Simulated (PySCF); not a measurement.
Ga(Cl)3 cation (Cl3Ga), SMILES [Cl][Ga]([Cl])[Cl] (connectivity only; charge and spin as stated), charge +1, multiplicity 2.

Coordinates come from a B3LYP-D3(BJ)/def2-SVP optimisation. The spin state was assumed, not searched. The isomer is the one that the SMILES or the coordinates give; other isomers of the formula were not compared.

Method: PySCF with IEF-PCM-PBE0/def2-SVP.

The values are the electrostatic part of the solvation free energy, E(continuum) − E(gas) at the gas-phase geometry, in a cavity of scaled van der Waals radii (PySCF's table); cavitation and dispersion terms are not included. A continuum can't describe solvent molecules that bind to the metal.

| solvent | ε | ΔG(elec) (kcal/mol) |
|---|---|---|
| water | 78.36 | -61.4 |
| dichloromethane | 8.93 | -54.7 |
| chlorobenzene | 5.70 | -50.5 |
